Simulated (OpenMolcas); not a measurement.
An OpenMolcas run meant for Hg (ANO-RCC-MB, DKH3; inactive shells 1s 2s 2p 3s 3p 3d 4s 4p 4d 4f 5s 5p 5d; intended active space 2 electrons in 4 orbitals (6s 6p)). One step of its input:

```
&RASSCF
FileOrb=start.orb
Symmetry=1
Spin=3
nActEl=2 0 0
Inactive=20 19
Ras2=1 3
CIRoot=7 7 1
SDav=3
CIMx=300
Iter=75 100
PrWF=0.3
OrbListing=Nothing
MaxOrb=0
Atom
CIOnly
>>> COPY $Project.JobIph JOB001
```

Lines from the output:

```
...
      Number of secondary orbitals               0
      Spin quantum number                      1.0
      State symmetry                             1
Orbital specifications:
      -----------------------

      Symmetry species                           1   2
                                                ag  au
      Frozen orbitals                            0   0
      Inactive orbitals                         20  19
      Active orbitals                            1   3
      RAS1 orbitals                              0   0
      RAS2 orbitals                              1   3
      RAS3 orbitals                              0   0
      Secondary orbitals                         0   0
      Deleted orbitals                           0   0
      Number of basis functions                 21  22
      Number of CSFs                             3
      Number of root(s) required                 7
 ************ ERROR ***********
  You can't ask for more roots
  than there are configurations
 ******************************
--- Stop Module: rasscf at  /rc=_RC_INPUT_ERROR_ ---
.####################.
.# User input error #.
.####################.
```

**Question.** What is wrong with the input?

**Answer.** CIRoot asks for more roots than the active space has configuration state functions.
